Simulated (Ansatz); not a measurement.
Coupled-cluster diagnostics for the cluster Pd₂H₃, Ansatz.

Geometry of the doublet (PBE0-D4/def2-TZVP):

```tsv
atom	x (Å)	y (Å)	z (Å)
Pd1	-0.064	0.289	0.131
Pd2	0.392	-2.203	0.564
H3	-0.626	1.296	-1.109
H4	0.089	-0.831	1.486
H5	0.208	1.449	-1.072
```

In the def2 sets Pd takes a core potential; there is no spin–orbit coupling. Correlated methods freeze no core orbitals; core or outer-core shells of Pd are correlated, in sets that lack core-valence functions. In the doublet, H3 and H5 lie 0.85 Å apart (atoms count from 1), so H2 has formed as a molecule. In the quartet, H3 and H5 lie 0.81 Å apart (atoms count from 1), so H2 has formed as a molecule. The structure comes from a short search, and lower isomers may exist.

Geometry of the charge 0 quartet (PBE0-D4/def2-TZVP):

Cartesian coordinates in Å:
```
Pd 0.0889 0.2334 -0.1601
Pd -2.1390 -0.6625 1.2080
H 1.7684 0.1385 -0.7800
H -1.4110 0.8534 0.1059
H 1.6927 -0.5628 -0.3738
```

Task: Estimate the CCSD(T) correlation energy, the shares of MP2 and (T), T1 and the reference's ⟨S²⟩ for: charge 0, doublet, own geometry in def2-TZVP; charge 0, doublet, own geometry in def2-TZVPD; charge 0, quartet, own geometry in def2-TZVP; charge -1, singlet, vertical in def2-TZVPD; and the rough time on 4 threads of Intel Xeon 6975P-C on a shared host.

Result: 
| state | basis | correlation (eV) | MP2 share (%) | (T) share (%) | T1 | ⟨S²⟩ (pure) | wall time |
| --- | --- | --- | --- | --- | --- | --- | --- |
| charge 0, doublet, own geometry | def2-TZVP | -27.167 | 102.7 | 3.1 | 0.035 | 0.76 (0.75) | 32 s |
| charge 0, doublet, own geometry | def2-TZVPD | -27.314 | 102.7 | 3.2 | 0.035 | 0.76 (0.75) | 45 s |
| charge 0, quartet, own geometry | def2-TZVP | -25.564 | 100.3 | 2.5 | 0.027 | 3.77 (3.75) | 26 s |
| charge -1, singlet, vertical | def2-TZVPD | -29.074 | 104.5 | 3.8 | 0.039 | 0.00 (0.00) | 8 s |
Customary marks for T1 are 0.02 (closed shells), 0.045 (open shells) and about 0.05 (3d metals). T1 exceeds 0.02 in 4 of 4 rows and 0.045 in 0; the higher it lies, the less the single-reference result can be trusted.
